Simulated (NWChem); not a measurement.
Two isomers of C₂H₄CuN, each optimised at PBE0/def2-SVP with NWChem. 

A: C[N+]#[C-]->[CuH]
B: CC#[N]->[CuH]

Question: Which is lower in energy, by how much, and how do their other properties compare?

Answer: B is lower by 14.3 kcal/mol in electronic energy; with zero-point energies, B − A = -14.5 kcal/mol.
```json
[
 {"": "highest occupied level (eV)", "A": "-5.72", "B": "-5.42"},
 {"": "orbital gap (eV)", "A": "5.03", "B": "4.95"},
 {"": "dipole (D)", "A": "8.35", "B": "8.88"},
 {"": "highest harmonic frequency (cm⁻¹)", "A": "3176", "B": "3181"},
 {"": "zero-point energy (kcal/mol)", "A": "33.4", "B": "33.2"}
]
```
